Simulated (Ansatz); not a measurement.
Start from `[SH][Ti]([Cl])([Cl])[Cl]` and change one atom or group to get `C=C[O][Ti]([Cl])([Cl])[Cl]`.

Ansatz, PBE0-D4/def2-TZVP geometries, multiplicity 1. Each molecule was computed in one conformer, which needn't be the lowest.

Scalar relativity is left out up to krypton.

```csv
property,`[SH][Ti]([Cl])([Cl])[Cl]`
size of the dipole moment (ωB97M-V/def2-TZVPP) / D,0.86
HOMO energy (ωB97M-V/def2-TZVPP) / eV,-10.43
LUMO energy (ωB97M-V/def2-TZVPP) / eV,-1.46
LUMO energy (PBE0/def2-TZVPP) / eV,-3.62
size of the dipole moment (B3LYP/def2-TZVPP) / D,0.87
HOMO energy (B3LYP/def2-TZVPP) / eV,-8.06
```

Give the same properties after the change, and the shifts. (An estimate is asked.)

Computed: 
```csv
property,`C=C[O][Ti]([Cl])([Cl])[Cl]`,shift
size of the dipole moment (ωB97M-V/def2-TZVPP) / D,2.69,1.83
HOMO energy (ωB97M-V/def2-TZVPP) / eV,-10.04,0.39
LUMO energy (ωB97M-V/def2-TZVPP) / eV,-1.05,0.41
LUMO energy (PBE0/def2-TZVPP) / eV,-3.13,0.49
size of the dipole moment (B3LYP/def2-TZVPP) / D,2.85,1.98
HOMO energy (B3LYP/def2-TZVPP) / eV,-7.65,0.41
```

Dipoles are sizes alone; their direction can turn.

B3LYP here is the variant with VWN-RPA as its local correlation; programs differ in this.
